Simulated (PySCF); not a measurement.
An unknown is described by computed data only.

Formula: C4H9N3SSi.

- Triplet: lowest triplet excitation (Tamm–Dancoff): 4.00 eV [TDA PBE0/def2-SVPD]
- Dipole: 0.93 D [PBE0/def2-SVPD]
- NMR, other nuclei: isotropic shieldings of nuclei other than C and H, by class: -104 (1 N), -91 (1 N), 9 (1 N), 401 (1 Si), 535 (1 S) ppm [GIAO B97-2/pcSseg-1]
- Rotational structure: rotational constants A, B, C: 1.859, 0.798, 0.566 GHz [PBE0-D3(BJ)/def2-SVP]
- Valence photoelectron: vertical ionisation energy: 8.03 eV [ΔSCF PBE0/def2-SVPD]
- UV, first state: lowest singlet excitation: 5.09 eV (244 nm, f = 0.181) [TDDFT PBE0/def2-SVPD]
- 13C NMR: chemical shifts (computed TMS as zero) by class: 148.9 (1 C), 144.8 (1 C), 18.5 (1 C), 12.2 (1 C) ppm [GIAO B97-2/pcSseg-1]
- 1H NMR: chemical shifts (computed TMS as zero) by class: 4.99 (3 H), 2.47 (3 H), 2.30 (3 H) ppm [GIAO B97-2/pcSseg-1]
- Polarisability: 118.3 au [PBE0/def2-SVPD]

Electronic properties: PySCF, gas phase, density fitting. Levels stand in brackets. One conformer (not necessarily the lowest) at the PBE0-D3(BJ)/def2-SVP geometry, without solvent, vibrations or thermal averaging. Each NMR value is the plain mean over a class of atoms that symmetry, rotation or inversion makes alike.

Task: Give a SMILES that accounts for the data.

Result: Numbering: `[CH3:1][S:2][c:3]1[n:4][n:5]([SiH3:6])[n:7][c:8]1[CH3:9]`. Its formula, C4H9N3SSi, gives 3 degrees of unsaturation: 1 ring and 2 π bonds in the structure found (Kekulé form). 4 carbons fall into 4 classes; from least to most shielded: substituted aromatic carbon [C3] (148.9 ppm), substituted aromatic carbon [C8] (144.8 ppm), S-methyl carbon [C1] (18.5 ppm), benzylic-type carbon [C9] (12.2 ppm). Hydrogen classes from least to most shielded: 3 H on an SiH3 silicon, Si6 (4.99 ppm), 3 H on an S-methyl carbon, C1 (2.47 ppm, a mean of values up to 0.7 ppm apart in this geometry), 3 H on a benzylic-type carbon, C9 (2.30 ppm, a mean of values up to 0.5 ppm apart in this geometry). The other shieldings belong to: -104 ppm, pyridine-type nitrogen [N7]; -91 ppm, pyridine-type nitrogen [N4]; 9 ppm, pyrrole-type nitrogen [N5]; 401 ppm, SiH3 silicon [Si6]; 535 ppm, sulfide sulfur [S2]. S1 is mainly HOMO→LUMO (weight 0.97); the largest Löwdin shares of the orbital it empties are 0.46 on the sulfide sulfur, 0.12 on the pyrrole-type nitrogen, 0.11 on a substituted aromatic carbon and 0.08 on a substituted aromatic carbon, of the orbital it fills 0.23 on a pyridine-type nitrogen, 0.22 on a pyridine-type nitrogen, 0.16 on the pyrrole-type nitrogen and 0.11 on a substituted aromatic carbon. By its constants the optimised geometry is an asymmetric top. Structure: `CSc1nn([SiH3])nc1C`. The assignments are read from this structure; whether some other isomer fits the data as well wasn't checked.

Conformer computed: `[CH3:1][S:2][c:3]1[n:4][n:5]([SiH3:6])[n:7][c:8]1[CH3:9]`: C1–S2–C3–N4 1°.
